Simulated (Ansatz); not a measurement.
C8H18O, SMILES `CC(C)(C)OC(C)(C)C`, relaxed with RKS PBE0-D4/def2-TZVP in Ansatz 0.2.0 from a PBE-D4/def2-SVP geometry. The force threshold is 0.005 eV/Å; the program also tests the step.

Total charge 0; spin multiplicity 1.

Start:

```xyz
27

C     2.504   -0.714   -0.092
C     1.259    0.094    0.310
C     1.543    1.594    0.093
C     0.935   -0.185    1.787
O     0.271   -0.388   -0.622
C    -1.160   -0.234   -0.535
C    -1.611   -0.580   -1.964
C    -1.773   -1.256    0.444
C    -1.630    1.189   -0.191
H     2.321   -1.796    0.058
H     3.388   -0.414    0.505
H     2.727   -0.552   -1.165
H     0.734    2.240    0.481
H     2.480    1.889    0.607
H     1.663    1.799   -0.989
H     0.746   -1.263    1.954
H     0.058    0.388    2.144
H     1.798    0.112    2.417
H    -1.253   -1.592   -2.238
H    -1.178    0.142   -2.685
H    -2.715   -0.556   -2.053
H    -1.346   -2.261    0.256
H    -1.590   -0.993    1.503
H    -2.871   -1.315    0.302
H    -1.207    1.927   -0.900
H    -1.356    1.488    0.839
H    -2.735    1.240   -0.264
```

```csv
step,energy (eV),largest force (eV/Å),largest move (Å)
1,-10628.7232,0.528,0.000
2,-10628.8223,0.170,0.041
3,-10628.8306,0.070,0.027
4,-10628.8318,0.054,0.020
5,-10628.8319,0.002,0.003
```

End:

```xyz
27

C     2.488   -0.701   -0.086
C     1.246    0.091    0.300
C     1.525    1.578    0.087
C     0.920   -0.182    1.763
O     0.271   -0.392   -0.624
C    -1.145   -0.237   -0.532
C    -1.607   -0.576   -1.944
C    -1.754   -1.247    0.440
C    -1.605    1.174   -0.187
H     2.311   -1.769    0.053
H     3.344   -0.404    0.524
H     2.729   -0.529   -1.137
H     0.716    2.211    0.449
H     2.435    1.866    0.620
H     1.674    1.778   -0.976
H     0.732   -1.244    1.931
H     0.057    0.387    2.112
H     1.774    0.111    2.379
H    -1.275   -1.579   -2.214
H    -1.180    0.130   -2.658
H    -2.696   -0.535   -2.016
H    -1.353   -2.242    0.238
H    -1.554   -0.997    1.481
H    -2.838   -1.282    0.310
H    -1.187    1.903   -0.883
H    -1.335    1.464    0.830
H    -2.694    1.222   -0.260
```

Run time 39 s (5 threads of an AMD EPYC 7R13 on a shared host and a share of an NVIDIA H100 80 GB); peak host memory 1 GiB.
